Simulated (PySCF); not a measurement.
## Os (osmium, neutral) across methods

[Xe] 4f14 5d7 6s1, high-spin 5F determinant (an excited configuration). Calculation: PySCF 2.14, in ANO-RCC-VTZP; scalar relativity by spin-free X2C-1e.

| method | E (hartree) | mean ε 6s α (eV) | mean ε 5d α (eV) | mean ε 5d β (eV) | Σ⟨r²⟩ (bohr²) | ⟨S²⟩ |
| --- | --- | --- | --- | --- | --- | --- |
| r2SCAN | -17254.98 | -6.356 | -5.738 | -3.900 | 63.10 | 6.002 |
| LDA | -17243.99 | -6.235 | -5.645 | -3.949 | 63.78 | 6.001 |
| PBE0 | -17254.67 | -6.663 | -6.842 | -4.977 | 63.34 | 6.002 |
| UHF | -17249.38715 | -7.967 | -10.329 | -7.811 | 63.38 | 6.005 |

(1) Estimate the same row for PBE.

Spin-orbit coupling, absent here, splits the open shell strongly.

## Answers

(1) E (hartree) = -17254.93; mean ε 6s α (eV) = -6.021; mean ε 5d α (eV) = -5.481; mean ε 5d β (eV) = -3.771; Σ⟨r²⟩ (bohr²) = 63.80; ⟨S²⟩ = 6.001.
